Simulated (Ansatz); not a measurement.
Ansatz results at the PBE0-D4/def2-TZVP geometry: HOMO energy (PBE0/def2-TZVPP) -8.50 eV; LUMO energy (PBE0/def2-TZVPP) -0.56 eV; LUMO energy (PBE/def2-TZVPP) -1.58 eV.

Each molecule was computed in one conformer, which needn't be the lowest.

Question: Which molecule gave them?
A. `CB(S)CF`
B. `BCC(F)S`
C. `FCCBS`
D. `CCB(F)S`

Answer: B. The others give `CCB(F)S`: -8.03, -0.21, -1.19; `CB(S)CF`: -8.10, -0.68, -1.64; `FCCBS`: -8.24, -0.93, -1.90.
